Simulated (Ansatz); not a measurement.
Reactions of `[OH][AlH][CH]=CF`.

Isolated molecules relaxed with PBE0-D4/def2-TZVP in Ansatz; ΔE leaves out vibrations. CCSD(T)/CBS adds triple-zeta CCSD(T) − MP2 to the extrapolated MP2 energy (def2 sets, frozen cores). This one scheme is used for every species. Double bonds are as drawn, so ΔE can hold a change between cis and trans. Functionals use def2-TZVPP. Each species was taken in one conformer, which may not be the lowest.

```
                                                 reaction  PBE-D4 (kcal/mol)  CCSD(T)/CBS(def2) (kcal/mol)
               `[OH][AlH]/[CH]=C/F` → `C=[C](F)[AlH][OH]`                4.5                           4.4
 `[OH][AlH]/[CH]=C/F` + CH₃OH → `CO/C=C/F` + `[OH][AlH2]`               20.8                          23.4
      `[OH][AlH]/[CH]=C/F` + H₂ → `C=[CH][AlH][OH]` + H–F              -13.4                         -18.8
`[OH][AlH]/[CH]=C/F` + CH₃NH₂ → `C[NH][AlH][OH]` + `C=CF`              -14.3                         -15.8
```

Largest T1 diagnostic: 0.013, for `C=[C](F)[AlH][OH]`.
